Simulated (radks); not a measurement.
All-electron atom: Zr4+ in [Kr]. Calculated with a radial shooting solver on a logarithmic mesh with Libxc functionals: scalar-relativistic Kohn-Sham, BLYP, spin-polarised, spherical densities, finite nucleus; Fermi nuclear charge, rms radius 4.2694 fm.

Radial electron density D(r) = 4 pi r^2 rho(r):

r (bohr)  D(r) (e/bohr)
0.003104          5.159
0.003528          6.371
0.004009          7.830
0.004557          9.573
0.005221          11.77
0.005934          14.21
0.006744          17.01
0.007665          20.19
0.008711          23.72
0.009901          27.56
0.01125           31.62
0.01289           36.02
0.01465           40.05
0.01665           43.73
0.01893           46.81
0.02151           49.04
0.02445           50.20
0.02779           50.20
0.03184           49.00
0.03618           47.05
0.04113           44.82
0.04674           42.99
0.05312           42.32
0.06038           43.36
0.06862           46.31
0.07862           51.10
0.08936           56.11
0.1016            60.11
0.1154            61.65
0.1312            59.83
0.1491            54.81
0.1695            47.95
0.1942            41.14
0.2207            37.44
0.2508            37.44
0.285             40.43
0.324             44.12
0.3682            45.77
0.4185            43.55
0.4794            36.91
0.5449            28.40
0.6193            20.15
0.7039            14.05
0.8               10.71
0.9093            9.501
1.033             9.169
1.184             8.531
1.346             7.177
1.529             5.294
1.738             3.379
1.976             1.848
2.245            0.8582
2.552            0.3341
2.924           0.09893
3.323           0.02485
3.777          0.004779
4.293         0.0006855

D(r) has 3 maxima, at r = 0.0261, 0.115, 0.368 bohr, and minima at 0.0527, 0.235 bohr, inside which lie 2.04, 11.06 electrons.
